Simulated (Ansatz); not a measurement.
Input for Ansatz (an electronic-structure program): R-CCSD(T)/def2-TZVPP on CH5O4V (SMILES C[O][V](=[O])([OH])[OH]).

Ansatz 0.2 input:
```yaml
crystal:
  periodic: [false, false, false]
  atoms:
    - {symbol: V, position_ang: [0.90967872, 0.41938348, -0.14928312]}
    - {symbol: O, position_ang: [2.11949141, 1.16735566, 0.51817375]}
    - {symbol: O, position_ang: [1.41275241, -1.13454804, -0.85897058]}
    - {symbol: O, position_ang: [0.14681547, 1.41068575, -1.41688713]}
    - {symbol: O, position_ang: [-0.29202215, 0.09711552, 1.10568995]}
    - {symbol: H, position_ang: [2.30900543, -1.47437963, -0.76132419]}
    - {symbol: H, position_ang: [0.42320457, 2.31686197, -1.59222689]}
    - {symbol: C, position_ang: [-1.51588700, -0.57074359, 0.83405169]}
    - {symbol: H, position_ang: [-2.10718350, -0.01212379, 0.10271085]}
    - {symbol: H, position_ang: [-1.32966573, -1.57805417, 0.45041963]}
    - {symbol: H, position_ang: [-2.07608962, -0.64155317, 1.76774603]}
basis:
  gaussian:
    orbitals: def2-TZVPP
magnetization: {spin_polarized: false}
correlation: {method: ccsd_t, electrons: outside_noble_gas}
scf: {lower_state_search: off}
```

Program output:

```
WARN ansatz: RAYON_NUM_THREADS=4 ignored (pool sized by the plan → 4); use --threads N
Functional definition: HF
these checks for a lower state are left out or cut short: stability, starts, cluster_reference, orbital_swaps, neighbouring_geometries, increment
integrals: 2.38 GiB planned
1855 factors; integrals over basis functions are off by at most 1.0e-3 eV
mean field: 1.35 GiB planned
mean field evaluation 1: about -34902.1565 eV, gradient 1.0e2 eV
mean field evaluation 2: about -34902.4676 eV, gradient 1.0e2 eV
mean field evaluation 4: about -34918.5798 eV, gradient 2.6e1 eV
mean field evaluation 8: about -34919.6574 eV, gradient 1.0e0 eV
mean field evaluation 16: about -34919.7069 eV, gradient 2.2e-6 eV
mean field -34919.70693700 eV, -1283.2755605072 hartree, gradient 1.6e-6 eV, S^2 0.000000; 0 other end points of the search recorded, 0 dependent functions left out
14 core orbitals not correlated
reference -34919.70693700 eV, -1283.2755605072 hartree; 19, 19 occupied and 256, 256 virtual orbitals, 1855 factors
second order -40.53084985 eV of doubles, -0.00000000 eV of singles
coupled cluster: 8.93 GiB planned
cycle   1  -34.52159554 eV  change     6.0e0 eV  update   4.5e-1
cycle   2  -37.83976247 eV  change    -3.3e0 eV  update   4.8e-1
cycle   3  -38.26169741 eV  change   -4.2e-1 eV  update   7.9e-2
cycle   4  -38.29773486 eV  change   -3.6e-2 eV  update   3.9e-2
cycle   5  -38.25960482 eV  change    3.8e-2 eV  update   1.4e-2
cycle   6  -38.26906913 eV  change   -9.5e-3 eV  update   6.0e-3
cycle   7  -38.27136407 eV  change   -2.3e-3 eV  update   3.6e-3
cycle   8  -38.26725152 eV  change    4.1e-3 eV  update   2.1e-3
cycle   9  -38.26521275 eV  change    2.0e-3 eV  update   7.0e-4
cycle  10  -38.26627158 eV  change   -1.1e-3 eV  update   4.7e-4
cycle  11  -38.26706428 eV  change   -7.9e-4 eV  update   2.1e-4
cycle  12  -38.26678778 eV  change    2.8e-4 eV  update   1.4e-4
cycle  13  -38.26670593 eV  change    8.2e-5 eV  update   6.5e-5
cycle  14  -38.26676727 eV  change   -6.1e-5 eV  update   2.8e-5
cycle  15  -38.26671672 eV  change    5.1e-5 eV  update   1.5e-5
cycle  16  -38.26667763 eV  change    3.9e-5 eV  update   6.6e-6
perturbative correction -2.67908920 eV, -0.0984547121 hartree
Total energy: -34960.65270383 eV, -1284.7802896841 hartree
Checks for a lower state left out: stability, starts, cluster_reference, orbital_swaps, neighbouring_geometries, increment
```

The calculation finished and met its thresholds.

Cost: around 20 core-minutes (rough).
